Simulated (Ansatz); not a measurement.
`FC(F)=C(F)C(F)F` + HBr → `FC(F)=C(F)Br` + difluoromethane at 298.15 K and 1 bar (substitution at a C–C bond).

Calculated with Ansatz (gas phase, PBE0-D4/def2-TZVP geometries, no zero-point term in ΔE). CBS: MP2 limit from def2 TZ/QZ plus the TZ coupled-cluster correction, frozen cores. This one scheme is used for every species. For Br outer-core shells are correlated without core-valence functions, which leaves a few kJ/mol of doubt a bond. Scalar relativity is left out up to krypton. One conformer a species, not always the lowest.

| species | CCSD(T)/CBS energy (Eh) | H − E (kJ/mol) | S (J/(mol·K)) |
| --- | --- | --- | --- |
| `FC(F)=C(F)C(F)F` | -613.65073 | 134.7 | 360.8 |
| HBr | -2573.91920 | 24.6 | 198.6 |
| `FC(F)=C(F)Br` | -2948.72680 | 69.5 | 332.6 |
| `FCF` | -238.82660 | 97.1 | 246.5 |

H − E and S are ideal-gas, rigid-rotor, harmonic terms from PBE0-D4/def2-TZVP, for one conformer and one mirror image of each species. 1 Eh = 2625.50 kJ/mol, R = 8.31446 J/(mol·K).

Problem. By hand: ΔE, ΔH, ΔS and ΔG.

Solution. ΔE = (-2948.72680) + (-238.82660) − (-613.65073) − (-2573.91920) = 0.01653 Eh = 43.4 kJ/mol. Δ(H − E) = 69.5 + 97.1 − 134.7 − 24.6 = 7.3, so ΔH = 50.7 kJ/mol. ΔS = 332.6 + 246.5 − 360.8 − 198.6 = 19.7 J/(mol·K). ΔG = 50.7 − 298.15 × (19.7)/1000 = 44.8 kJ/mol.

Problem. By hand: the equilibrium constant, and the temperature at which ΔG would vanish if ΔH and ΔS stayed fixed.

Solution. log₁₀ K = −ΔG/(RT ln 10) = -7.8. ΔG = 0 at ΔH/ΔS = 2574 K, far beyond where these terms or the molecules hold.

ΔH outweighs TΔS. A doubt of 5 kJ/mol in ΔE shifts log₁₀ K by 0.9 here. Other conformers and mirror images would add mixing entropy, several J/(mol·K) or more a flexible species. Modes under 60 cm⁻¹, often nearly free rotors, make the harmonic entropy too high. These are equilibria of isolated gas molecules and say nothing of rates. Largest T1 diagnostic: 0.013 (customary marks: 0.02 for closed shells, 0.045 for open ones).
